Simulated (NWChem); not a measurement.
The numbers come from NWChem runs, not from measurements. System: Au2, charge 0, spin multiplicity 1, at a geometry optimised with PBE0/def2-SVP with def2 effective core potentials on Au. The structure started from a generated list of species. Level: CCSD(T)/def2-SVP with def2 effective core potentials on Au, 8 core orbitals frozen.

Part of the output:

```
             Northwest Computational Chemistry Package (NWChem) 7.3.0
             --------------------------------------------------------

                                NWChem Input Module
                                -------------------

 Scaling coordinates for geometry "geometry" by  1.889725989
 (inverse scale =  0.529177249)

 Turning off AUTOSYM since
 SYMMETRY directive was detected!

                             Geometry "geometry" -> ""
                             -------------------------

 Output coordinates in angstroms (scale by  1.889725989 to convert to a.u.)

  No.       Tag          Charge          X              Y              Z
 ---- ---------------- ---------- -------------- -------------- --------------
    1 Au                  79.0000     0.00000000     0.00000000     1.26994200
    2 Au                  79.0000     0.00000000     0.00000000    -1.26994200

 Effective nuclear repulsion energy (a.u.)    1300.2937185348

            Nuclear Dipole moment (a.u.)
            ----------------------------
        X                 Y               Z
 ---------------- ---------------- ----------------
     0.0000000000     0.0000000000     0.0000000000

      Symmetry information
      --------------------

 Group name             D2h
 Group number             26
 Group order               8
 No. of unique centers     1

      Symmetry unique atoms

     1


 Summary of "ao basis" -> "" (spherical)
 ------------------------------------------------------------------------------
       Tag                 Description            Shells   Functions and Types
 ---------------- ------------------------------  ------  ---------------------
 *                          def2-svp                  on all atoms

 Summary of "ao basis" -> "ao basis" (spherical)
 ------------------------------------------------------------------------------
       Tag                 Description            Shells   Functions and Types
 ---------------- ------------------------------  ------  ---------------------
 Au                         def2-svp                12       32   6s3p2d1f

                                 NWChem SCF Module
                                 -----------------

  ao basis        = "ao basis"
  functions       =    64
  atoms           =     2
  closed shells   =    19
  open shells     =     0
  charge          =   0.00
  wavefunction    = RHF
  use symmetry    = T
  symmetry adapt  = T

 Summary of "ao basis" -> "ao basis" (spherical)
 ------------------------------------------------------------------------------
       Tag                 Description            Shells   Functions and Types
 ---------------- ------------------------------  ------  ---------------------
 Au                         def2-svp                12       32   6s3p2d1f

      Symmetry analysis of basis
      --------------------------

        ag         15
        au          3
        b1g         3
        b1u        15
        b2g         7
        b2u         7
        b3g         7
        b3u         7

 Forming initial guess at       0.1s

      Superposition of Atomic Density Guess
      -------------------------------------

 Sum of atomic energies:        -304.88818528

      Non-variational initial energy
      ------------------------------

 Total energy =    -269.209162
 1-e energy   =    -624.368203
 2-e energy   =     279.945769
 HOMO         =      -0.438452
 LUMO         =      -0.182232

      Symmetry analysis of molecular orbitals - initial
      -------------------------------------------------

 !! scf_movecs_sym_adapt:   40 vectors were symmetry contaminated

  Symmetry fudging

 !! scf_movecs_sym_adapt:   32 vectors were symmetry contaminated

  Numbering of irreducible representations:

     1 ag          2 au          3 b1g         4 b1u         5 b2g
     6 b2u         7 b3g         8 b3u

  Orbital symmetries:

     1 ag          2 b1u         3 ag          4 b2u         5 b3u
     6 b2g         7 b3g         8 b1u         9 ag         10 b3u
    11 b2u        12 ag         13 b1g        14 b1u        15 au
    16 b3g        17 b2g        18 b1u        19 ag         20 b1u
    21 b2u        22 b3u        23 ag         24 b2g        25 b3g
[...]
  10     -0.5162406379 -1.037D-06  3.198D-05     2.08     0.00     2.00
  11     -0.5162413716 -7.337D-07  2.363D-05     2.08     0.00     1.99
  12     -0.5162415665 -1.949D-07  1.322D-06     2.07     0.00     1.98
  13     -0.5162418086 -2.421D-07  1.320D-05     2.06     0.00     1.98
  14     -0.5162418597 -5.111D-08  1.548D-06     2.02     0.00     1.94
  15     -0.5162418957 -3.594D-08  1.144D-06     2.05     0.00     1.97
  16     -0.5162419287 -3.305D-08  2.282D-07     2.26     0.00     2.18
                  *************converged*************
-------------------------------------------------------------------------

 -----------
 CCSD Energy
 -----------
 Reference energy:            -269.594341668722279
 CCSD corr. energy:             -0.516241928712259
 Total CCSD energy:           -270.110583597434527

 --------------------------------
 Spin Component Scaled (SCS) CCSD
 --------------------------------
 Same spin contribution:                 -0.170652023512740
 Same spin scaling factor:                1.130000000000000
 Opposite spin contribution:             -0.345589905199519
 Opposite spin scaling fact.:             1.270000000000000
 SCS-CCSD correlation energy:            -0.631735966172785
 Total SCS-CCSD energy:                -270.226077634895091
 memory            104838468

*********triples calculation*********

nkpass=    1; nvpass=    1; memdrv=         133695; memtrn=        2898528; memavail=      104837956
 memory available/node                      104837956
 total number of virtual orbitals        45
 number of virtuals per integral pass    45
 number of integral evaluations           1
 number of occupied per triples pass     11
 number of triples passes                 1

 commencing integral evaluation        1 at          36.12
  symmetry use  T
task         3 out of       300 done   1%  at       0.0 secs
task        15 out of       300 done   5%  at       0.1 secs
task        30 out of       300 done  10%  at       0.2 secs
task        45 out of       300 done  15%  at       0.3 secs
task        60 out of       300 done  20%  at       0.4 secs
task        75 out of       300 done  25%  at       0.4 secs
task        90 out of       300 done  30%  at       0.4 secs
task       105 out of       300 done  35%  at       0.5 secs
task       120 out of       300 done  40%  at       0.5 secs
task       135 out of       300 done  45%  at       0.5 secs
task       150 out of       300 done  50%  at       0.6 secs
task       167 out of       300 done  55%  at       0.6 secs
task       180 out of       300 done  60%  at       0.6 secs
task       195 out of       300 done  65%  at       0.6 secs
task       210 out of       300 done  70%  at       0.6 secs
task       225 out of       300 done  75%  at       0.7 secs
task       240 out of       300 done  80%  at       0.7 secs
task       255 out of       300 done  85%  at       0.7 secs
task       270 out of       300 done  90%  at       0.8 secs
task       285 out of       300 done  95%  at       0.8 secs
task       300 out of       300 done 100%  at       0.8 secs
 commencing triples evaluation - blocking       1
 ccsd(t): done        1 out of       45 progress:    2.2%
 ccsd(t): done        2 out of       45 progress:    4.4%
 ccsd(t): done        3 out of       45 progress:    6.7%
 ccsd(t): done        4 out of       45 progress:    8.9%
 ccsd(t): done        5 out of       45 progress:   11.1%
 ccsd(t): done        6 out of       45 progress:   13.3%
 ccsd(t): done        7 out of       45 progress:   15.6%
 ccsd(t): done        8 out of       45 progress:   17.8%
 ccsd(t): done        9 out of       45 progress:   20.0%
 ccsd(t): done       10 out of       45 progress:   22.2%
 ccsd(t): done       11 out of       45 progress:   24.4%
 ccsd(t): done       12 out of       45 progress:   26.7%
 ccsd(t): done       13 out of       45 progress:   28.9%
 ccsd(t): done       14 out of       45 progress:   31.1%
 ccsd(t): done       15 out of       45 progress:   33.3%
 ccsd(t): done       16 out of       45 progress:   35.6%
 ccsd(t): done       17 out of       45 progress:   37.8%
 ccsd(t): done       18 out of       45 progress:   40.0%
 ccsd(t): done       19 out of       45 progress:   42.2%
 ccsd(t): done       20 out of       45 progress:   44.4%
 ccsd(t): done       21 out of       45 progress:   46.7%
 ccsd(t): done       22 out of       45 progress:   48.9%
 ccsd(t): done       23 out of       45 progress:   51.1%
 ccsd(t): done       24 out of       45 progress:   53.3%
 ccsd(t): done       25 out of       45 progress:   55.6%
 ccsd(t): done       26 out of       45 progress:   57.8%
 ccsd(t): done       27 out of       45 progress:   60.0%
 ccsd(t): done       28 out of       45 progress:   62.2%
 ccsd(t): done       29 out of       45 progress:   64.4%
 ccsd(t): done       30 out of       45 progress:   66.7%
 ccsd(t): done       31 out of       45 progress:   68.9%
 ccsd(t): done       32 out of       45 progress:   71.1%
 ccsd(t): done       33 out of       45 progress:   73.3%
 ccsd(t): done       34 out of       45 progress:   75.6%
 ccsd(t): done       35 out of       45 progress:   77.8%
 ccsd(t): done       36 out of       45 progress:   80.0%
 ccsd(t): done       37 out of       45 progress:   82.2%
 ccsd(t): done       38 out of       45 progress:   84.4%
 ccsd(t): done       39 out of       45 progress:   86.7%
 ccsd(t): done       40 out of       45 progress:   88.9%
 ccsd(t): done       41 out of       45 progress:   91.1%
 ccsd(t): done       42 out of       45 progress:   93.3%
 ccsd(t): done       43 out of       45 progress:   95.6%
 ccsd(t): done       44 out of       45 progress:   97.8%
 ccsd(t): done       45 out of       45 progress:  100.0%
 Time for integral evaluation pass     1        0.82
 Time for triples evaluation pass      1        1.64

 pseudo-e(mp4)  -0.14525988424729E-01
 pseudo-e(mp5)   0.19135955899257E-02
        e(t)    -0.12612392834803E-01

 --------------
 CCSD(T) Energy
 --------------
 Reference energy:                    -269.594341668722279

 CCSD corr. energy:                     -0.516241928712259
 T(CCSD) corr. energy:                  -0.014525988424729
 Total CCSD+T(CCSD) energy:           -270.125109585859263

 CCSD corr. energy:                     -0.516241928712259
 (T) corr. energy:                      -0.012612392834803
 Total CCSD(T) energy:                -270.123195990269323

 routine      calls  cpu(0)   cpu-min  cpu-ave  cpu-max   i/o
 aoccsd          1     0.01     0.01     0.01     0.01    0.00
 iterdrv         1     0.02     0.02     0.02     0.02    0.00
 pampt          16     0.08     0.08     0.08     0.08    0.00
 t2pm           16     0.14     0.14     0.14     0.14    0.00
 sxy            16     0.23     0.23     0.23     0.23    0.00
 ints      1422944    27.76    27.76    27.76    27.76    0.00
 t2eri        4800     5.04     5.04     5.04     5.04    0.00
 idx2         4800     0.62     0.62     0.62     0.62    0.00
 idx34          16     0.06     0.06     0.06     0.06    0.00
 ht2pm          16     0.24     0.24     0.24     0.24    0.00
 itm            16     0.94     0.94     0.94     0.94    0.00
 pdiis          16     0.03     0.03     0.03     0.03    0.00
 triples         1     0.00     0.00     0.00     0.00    0.00
 rdtrpo          1     0.01     0.01     0.01     0.01    0.00
 trpmos          1     0.82     0.82     0.82     0.82    0.00
 trpdrv          1     0.23     0.23     0.23     0.23    0.00
 dovvv       65340     0.66     0.66     0.66     0.66    0.00
 doooo       65340     0.20     0.20     0.20     0.20    0.00
 tengy       59895     0.52     0.52     0.52     0.52    0.00
 Total                37.62    37.62    37.62    37.62    0.00

 Task  times  cpu:       39.0s     wall:       39.0s

 Total times  cpu:       39.0s     wall:       39.0s
```

Write an NWChem input that would produce this output.

This is not unique; one that fits is 
```
start mol
memory heap 100 mb stack 700 mb global 1900 mb
geometry units angstroms nocenter noautoz
  Au     0.000000     0.000000     1.269942
  Au     0.000000     0.000000    -1.269942
  symmetry group D2h
end
basis spherical
  * library def2-svp
end
ecp
  Au library def2-ecp
end
scf
  rhf
  nopen 0
  maxiter 100
  thresh 1e-7
  semidirect memsize 60000000 filesize 0
end
ccsd
  freeze core 8
  maxiter 60
end
task ccsd(t) energy
```
